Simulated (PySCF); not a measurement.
Working out the ionisation energy of Te⁺

Te⁺ [Kr] 4d10 5s2 5p3 (4S) → Te²⁺ [Kr] 4d10 5s2 5p2 (3P). All numbers are calculated (PySCF 2.14, the spin-free X2C one-electron Hamiltonian (Gaussian nucleus), in ANO-RCC-VTZP (7s6p4d2f1g, 68 functions)). Frozen: [Kr] 4d10. Energies in hartree (1 hartree = 27.21139 eV):

| part | Te⁺ (lower) | Te²⁺ (upper) |
| --- | --- | --- |
| UHF | -6790.348612 | -6789.671136 |
| CCSD correlation | -0.073445 | -0.058168 |
| (T) | -0.002125 | -0.001195 |

Q: What does Hartree-Fock give?

A: (-6789.671136) − (-6790.348612) = 0.677476 hartree = 18.435 eV.

Q: What do CCSD and CCSD(T) give?

A: The CCSD correlation energies differ by 0.015277 hartree = 0.416 eV and the triples by 0.000930 hartree = 0.025 eV, so CCSD gives 18.851 eV and CCSD(T) 18.876 eV.

A first-order spin-orbit estimate adds -0.613 eV to CCSD(T) (valence), giving 18.263 eV against 18.6 ± 0.4 eV (measured; NIST Atomic Spectra Database, ionization energies).

What remains against the reference includes basis incompleteness, the frozen core and higher excitations.
